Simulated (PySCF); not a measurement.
TiOBr + HF → TiOF + HBr

Level: PBE0 in the def2-TZVP basis family, all electrons, no relativity, computed in PySCF with density fitting; open shells unrestricted.

```csv
species,state and structure,E (Eh),ZPE (kJ/mol),H(298 K) − H(0) (kJ/mol),S° (J/(mol K))
TiOBr,"doublet, Cs, Ti–Br 2.447 Å, Ti–O 1.606 Å; Br–Ti–O 133.0°",-3498.38084,8.8,13.0,303.5
HF,"singlet, C∞v, H–F 0.920 Å",-100.39188,24.9,8.7,173.6
TiOF,"doublet, Cs, Ti–F 1.832 Å, Ti–O 1.614 Å; F–Ti–O 125.0°",-1024.30514,11.0,12.1,280.4
HBr,"singlet, C∞v, H–Br 1.421 Å",-2574.45811,16.0,8.7,198.5
```

Task: What is the electronic reaction energy?

Result: At PBE0/def2-TZVP, ΔE = 24.9 kJ/mol from the differences of the total energies times 2625.5, uphill. Ligand exchange with HF takes part in thermal etching.

Task: Add zero-point, thermal and entropy terms for 298.15 K and 1 bar.

Result: ΔZPE = -6.7 and Δ[H(298) − H(0)] = -0.9 kJ/mol give ΔH° = 17.3 kJ/mol. ΔS° = 1.8 J/(mol K), so ΔG° = 17.3 − 298.15 × (0.0018) = 17 kJ/mol and log₁₀K = -2.9.

Open d or f shells are single determinants, so the state found may not be the ground state. The structures come from searches over a few start shapes, so lower isomers are not excluded.
